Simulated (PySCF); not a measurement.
Choosing a molecule for a target property.

Each SMILES stands for a single optimised conformer of the isolated species, non-relativistic unless stated; the electronic structure was computed with PySCF and density fitting.

Dipoles, sizes and rotational constants follow the conformer. The torsions of the flexible species, by atom-mapped SMILES:
- `[SiH3:1][O:2][c:3]1[cH:4][cH:5][c:6]([Br:7])[cH:8][cH:9]1`: Si1–O2–C3–C4 1°
- `[H]/[N:1]=[CH:2]\[SiH2:3][C:4]#[C:5][SiH3:6]`: N1–C2–Si3–C4 -2°

The conformers of `C[C@H]1CCSCS1` aren't listed.

Task: Wanted: electronic spatial extent ⟨r²⟩ about the centre of nuclear charge below 435 bohr² (B3LYP/def2-SVPD) and HOMO–LUMO gap above 5.6 eV (B3LYP/def2-SVPD), at PBE0-D3(BJ)/def2-SVP geometries. Which candidate meets both?
A. `[H]/N=C\[SiH2]C#C[SiH3]`
B. `C[N+](C)(C)C`
C. `[SiH3]Oc1ccc(Br)cc1`
D. `[AlH3-][AsH3+]`

Result: D. Computed values:
```
                species  electronic spatial extent ⟨r²⟩ about the centre of nuclear charge  HOMO–LUMO gap
         [AlH3-][AsH3+]                                                          429 bohr²        6.90 eV
           C[N+](C)(C)C                                                          442 bohr²       11.55 eV
[H]/N=C\[SiH2]C#C[SiH3]                                                         1444 bohr²        5.77 eV
    [SiH3]Oc1ccc(Br)cc1                                                         3072 bohr²        5.50 eV
```

Task: Wanted: HOMO energy above -6.2 eV (B3LYP/def2-SVPD) and static isotropic polarisability above 60 au (B3LYP/def2-SVPD), at PBE0-D3(BJ)/def2-SVP geometries. Which candidate meets both?
A. `C1[C@H](C)SCSC1`
B. `[AlH3-][AsH3+]`
C. `c1(ccc(cc1)O[SiH3])Br`
D. `C[N+](C)(C)C`

Result: A. Computed values:
| species | HOMO energy | static isotropic polarisability |
| --- | --- | --- |
| C[N+](C)(C)C | -15.78 eV | 53.2 au |
| [AlH3-][AsH3+] | -7.69 eV | 70.2 au |
| c1(ccc(cc1)O[SiH3])Br | -6.43 eV | 125.3 au |
| C1[C@H](C)SCSC1 | -6.07 eV | 101.0 au |

Task: Wanted: lowest singlet excitation between 4.5 eV and 8 eV (TDDFT B3LYP/def2-SVPD) and smallest rotational constant above 0.5 GHz (PBE0-D3(BJ)/def2-SVP), at PBE0-D3(BJ)/def2-SVP geometries. Which candidate meets both?
A. `C[N+](C)(C)C`
B. `[SiH3]Oc1ccc(Br)cc1`
C. `[H]/N=C\[SiH2]C#C[SiH3]`
D. `[AlH3-][AsH3+]`

Result: D. Computed values:
```
                species  lowest singlet excitation  smallest rotational constant
[H]/N=C\[SiH2]C#C[SiH3]                    4.33 eV                     0.769 GHz
    [SiH3]Oc1ccc(Br)cc1                    4.77 eV                     0.315 GHz
         [AlH3-][AsH3+]                    6.03 eV                     3.101 GHz
           C[N+](C)(C)C                   10.46 eV                     4.699 GHz
```
